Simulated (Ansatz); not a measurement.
Consider the redistribution: `F[SiH](Cl)I` + `[Cl][Ge][Cl]` → `Cl[SiH](Cl)I` + `[F][Ge][Cl]`.

Calculated with Ansatz (gas phase, PBE0-D4/def2-TZVP geometries, no zero-point term in ΔE). CCSD(T)/CBS adds triple-zeta CCSD(T) − MP2 to the extrapolated MP2 energy (def2 sets, frozen cores). DFT in def2-TZVPP. B3LYP here is the variant with VWN-RPA as its local correlation; programs differ in this. HSE06 is defined as in plane-wave codes. Elements past krypton have def2 core potentials. For Ge, I outer-core shells are correlated without core-valence functions, which leaves a few kJ/mol of doubt a bond. Scalar relativity is left out up to krypton.

| level | ΔE (kcal/mol) | difference from CCSD(T)/CBS |
| --- | --- | --- |
| LDA (SPW92) | 11.6 | -0.4 |
| revPBE-D4 | 10.3 | -1.7 |
| BLYP-D4 | 11.6 | -0.4 |
| r2SCAN-D4 | 12.0 | 0.0 |
| B97M-V | 11.9 | -0.1 |
| PBE0-D4 | 11.6 | -0.4 |
| B3LYP-D4 | 12.3 | 0.3 |
| r2SCANh-D4 | 12.3 | 0.3 |
| HSE06-D4 | 11.6 | -0.4 |
| BHLYP-D4 | 13.1 | 1.1 |
| CAM-B3LYP-D4 | 11.9 | -0.1 |
| ωB97X-V | 10.6 | -1.4 |
| B2PLYP | 12.3 | 0.3 |
| PBE-QIDH | 11.8 | -0.2 |
| PBE | 11.1 | -0.9 |
| revPBE | 11.0 | -1.0 |
| BLYP | 12.3 | 0.3 |
| r2SCAN | 12.1 | 0.1 |
| PBE0 | 11.9 | -0.1 |
| B3LYP | 12.9 | 0.9 |
| r2SCANh | 12.4 | 0.4 |
| r2SCAN0 | 12.7 | 0.7 |
| HSE06 | 11.9 | -0.1 |
| BHLYP | 13.6 | 1.6 |
| CAM-B3LYP | 12.2 | 0.2 |
| LC-ωPBE | 9.9 | -2.1 |
| RPA@PBE/def2-TZVPP | 12.0 | 0.0 |
| HF/def2-SVP | 11.8 | -0.2 |
| MP2/def2-SVP | 8.6 | -3.4 |
| CCSD(T)/def2-SVP | 9.2 | -2.8 |
| HF/def2-TZVPP | 14.5 | 2.5 |
| MP2/def2-TZVPP | 11.4 | -0.6 |
| SCS-MP2/def2-TZVPP | 11.7 | -0.3 |
| CCSD/def2-TZVPP | 12.5 | 0.5 |
| CCSD(T)/def2-TZVPP | 12.2 | 0.2 |
| HF/def2-QZVPP | 14.5 | 2.5 |
| MP2/def2-QZVPP | 11.4 | -0.6 |
| SCS-MP2/def2-QZVPP | 11.6 | -0.4 |
| HF/CBS(def2) | 14.5 | 2.5 |
| CCSD/CBS(def2) | 12.4 | 0.4 |
| CCSD(T)/CBS | 12.0 | 0 |

(1) What do rigid-rotor, harmonic-oscillator terms from PBE0-D4/def2-TZVP frequencies (298.15 K, 1 bar) make of the CCSD(T)/CBS value? (Best estimate.)

Largest T1 diagnostic among the species: 0.014.

## Answers

(1) Ansatz gave: ΔZPE = -0.3 kcal/mol, ΔH = +11.8 kcal/mol, ΔS = 6 J/(mol·K), ΔG = +11.4 kcal/mol.

From BLYP to BHLYP (50 % exact exchange), in def2-TZVPP and without D4, ΔE moves by +1.3 kcal/mol. In def2-TZVPP, CCSD(T) changes the Hartree–Fock value by −2.3 kcal/mol (the triples alone add −0.4 kcal/mol) and MP2 by −3.0 kcal/mol. Leaving LDA and LC-ωPBE aside and taking each functional with its dispersion term where it has one, the values spread over 2.8 kcal/mol, from revPBE-D4 to BHLYP-D4.
